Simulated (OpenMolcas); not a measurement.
## What dynamic correlation does to the levels of Ba

| Quantity | Value |
| --- | --- |
| Program | OpenMolcas 26.06 |
| Basis | ANO-RCC-VQZP [9s8p5d3f2g] |
| Scalar Hamiltonian | DKH2, point nucleus |
| Active space | 2 electrons in 8 orbitals (6s 6p 7s 7p) |
| State averaging | 2S+1 = 3 even, 1 root; 2S+1 = 1 even, 7 roots; 2S+1 = 3 odd, 3 roots; 2S+1 = 1 odd, 3 roots |
| Spin-orbit coupling | RASSI with atomic mean-field integrals over the reference wave functions, term energies averaged over their components |

Methods on the same reference wave functions:
A. CASSCF
B. SS-CASPT2, IPEA 0.25 Eh, imaginary shift 0.1 Eh (closed shells correlated: 5s 5p)
C. MS-CASPT2, IPEA 0.25 Eh, imaginary shift 0.1 Eh (closed shells correlated: 5s 5p)

Energies in cm⁻¹ above 6s² ¹S₀, the measured ground level; measured values from NIST Handbook of Basic Atomic Spectroscopic Data.

```csv
Level,A,B,C,Measured
6s² ¹S₀,0.0,0.0,0.0,0.0
6s 6p ³P°₀,10991,11950,12080,12266
6s 6p ³P°₁,11278,12230,12360,12637
6s 6p ³P°₂,11863,12820,12950,13515
6s 6p ¹P°₁,23277,20370,20500,18060
```

Deviations, from unrounded energies. A percentage is the sum of absolute deviations over the sum of measured energies, with the sign that they share, or ± where signs differ.

```tsv
Against measurement	Levels	A	B	C
mean absolute deviation (cm-1)	4	2400	930	870
other configurations (%)	4	±16.8	±6.6	±6.1
```

C lies closest to measurement on these levels and A furthest from it. The largest miss of C in the table is 6s 6p ¹P°₁, by +2400 cm-1. The ranking rests on the paired levels alone, and a cruder setting can come out closer through cancelling errors.

Between B and C the level of the table that moves most is 6s 6p ³P°₀, by 130 cm-1 (lowest in B, highest in C). Moves below CASPT2's spread within the term are not significant.

The lowest spin-free term lies below A's lowest term by 0.194 hartree in B, 0.194 hartree in C.

Over all roots computed the reference weight is 0.88 to 0.94 in B, 0.88 to 0.94 in C; the roots of lowest weight are the least certain, and an intruder state may touch them. The run also gave levels led by 6s 7s, which use shells meant for correlation; these and all levels above them are left out. Measured partners are found by configuration, term and J. A level has none where our copy of the source lacks it or the pairing is in doubt (some pairs that miss far off the trend of their configuration count as doubtful), and it then counts in no deviation. Only configurations of the active space appear. The table leaves out levels that lie high or whose names do not pair safely across all columns.

° marks odd parity.
